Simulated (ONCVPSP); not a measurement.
## How hard is this aluminium (Al) ONCV potential?

aluminium, optimised norm-conserving Vanderbilt (ONCV), made with ONCVPSP 4.0.1 (LDA (Perdew-Wang 92), scalar-relativistic). Core [Ne], reference 3s1 (charge +2). Waves: 3s: rc 2.10 bohr, ncon 4, nbas 7, qcut 3.3 1/bohr, 2 projectors, debl 0.4 Ha; p scattering state at 0.13 Ha: rc 1.85 bohr, ncon 4, nbas 8, qcut 4 1/bohr, 2 projectors, debl 2.7 Ha; d scattering state at 0.39 Ha: rc 2.30 bohr, ncon 3, nbas 6, qcut 5 1/bohr, 2 projectors, debl 2.6 Ha. Local part: polynomial inside 1.30 bohr (lpopt 1, dvloc0 0 Ha). Core correction: none.

In the s channel the program set the typed energies aside and used -0.879, 0.250 Ha. In the p channel the program set the typed energies aside and used 0.050, 2.750 Ha. In the d channel the program set the typed energies aside and used 0.050, 2.650 Ha.

For each optimised wave give the share of its norm inside rc, the residual kinetic energy above qcut (Ha) and the cutoffs (Ha) for errors of 10, 1, 0.1 and 0.01 mHa per electron.

```json
{"wave": "3s", "norm inside rc": "0.497", "residual KE": "1.6e-03", "10 mHa": "3.7", "1 mHa": "6.1", "0.1 mHa": "23.0", "0.01 mHa": "28.4"}
{"wave": "s projector 2", "norm inside rc": "0.088", "residual KE": "2.2e-03", "10 mHa": "4.0", "1 mHa": "6.1", "0.1 mHa": "13.9", "0.01 mHa": "25.9"}
{"wave": "p projector 1", "norm inside rc": "0.152", "residual KE": "2.0e-04", "10 mHa": "2.4", "1 mHa": "4.9", "0.1 mHa": "9.5", "0.01 mHa": "42.0"}
{"wave": "p projector 2", "norm inside rc": "0.093", "residual KE": "1.0e-02", "10 mHa": "8.1", "1 mHa": "15.3", "0.1 mHa": "38.3", "0.01 mHa": "78.0"}
{"wave": "d projector 1", "norm inside rc": "0.214", "residual KE": "1.8e-05", "10 mHa": "5.9", "1 mHa": "8.7", "0.1 mHa": "10.9", "0.01 mHa": "16.0"}
{"wave": "d projector 2", "norm inside rc": "0.149", "residual KE": "3.9e-03", "10 mHa": "11.0", "1 mHa": "19.5", "0.1 mHa": "35.7", "0.01 mHa": "63.5"}
```

The occupied waves need 6.1 Ha and 23 Ha for 1 and 0.1 mHa. The cutoffs count occupied waves only; projector 2 of the d channel, the hardest unoccupied one, needs 20 Ha at the loose tolerance. Note: no bound ghost flagged; GHOST(+) flagged for s at 92.2 eV.
